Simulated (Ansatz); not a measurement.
Consider the cleavage of the Si–Si bond: `[SiH3][SiH2]BCl` + `OCO` → `OCO[SiH3]` + `[SiH3]BCl`.

Computed with Ansatz on PBE0-D4/def2-TZVP structures; ΔE is electronic, products minus reactants. CCSD(T)/CBS is the MP2 limit (def2-TZVPP, def2-QZVPP) plus CCSD(T) − MP2 in def2-TZVPP, frozen cores. This one scheme is used for every species. DFT in def2-TZVPP. B3LYP here is the variant with VWN-RPA as its local correlation; programs differ in this. Each species was taken in one conformer, which may not be the lowest.

Task: Is it downhill or uphill in electronic energy at CCSD(T)/CBS, and by how much? (An estimate is asked.)

Result: Ansatz gave: Downhill: ΔE = -15.4 kcal/mol.

Task: What do these levels give: PBE-D4, r2SCAN-D4, B3LYP-D4, ωB97X-V, B2PLYP, PBE, B3LYP, HF/def2-TZVPP, MP2/def2-QZVPP, SCS-MP2/def2-QZVPP, MP2/CBS(def2), CCSD/CBS(def2)? (Best estimate.)

Result: Ansatz gave: PBE-D4 -9.5, r2SCAN-D4 -13.7, B3LYP-D4 -15.5, ωB97X-V -15.4, B2PLYP -16.9, PBE -10.0, B3LYP -16.2, HF/def2-TZVPP -22.0, MP2/def2-QZVPP -17.0, SCS-MP2/def2-QZVPP -18.4, MP2/CBS(def2) -16.8, CCSD/CBS(def2) -16.3 kcal/mol.

Largest T1 diagnostic among the species: 0.014.

From PBE to PBE0 (25 % exact exchange), in def2-TZVPP and without D4, ΔE moves by −1.6 kcal/mol. In def2-TZVPP, CCSD(T) changes the Hartree–Fock value by +6.5 kcal/mol (the triples alone add +0.9 kcal/mol) and MP2 by +5.1 kcal/mol.
